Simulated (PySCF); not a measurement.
# Correlation energy of O (oxygen, neutral)

[He] 2s1 2p5, high-spin 3P determinant (an excited configuration). Computed with PySCF 2.14 in aug-cc-pCVTZ-DK with one added diffuse shell each of s, p, d, f type (8s7p5d3f, 75 functions), with scalar relativity by spin-free X2C-1e. Frozen: 1s2; 6 electrons correlated.

| level | correlation energy (mhartree) |
| --- | --- |
| CCSD | -213.47 |
| (T) | -20.78 |
| CCSD(T) | -234.25 |

Diagnostics: T1 = 0.027, D1 = 0.0755, largest double amplitude 0.210.

Task: Is a single reference adequate?

Result: Not fully. A double-excitation amplitude exceeds 0.15, a sign of near-degeneracy.
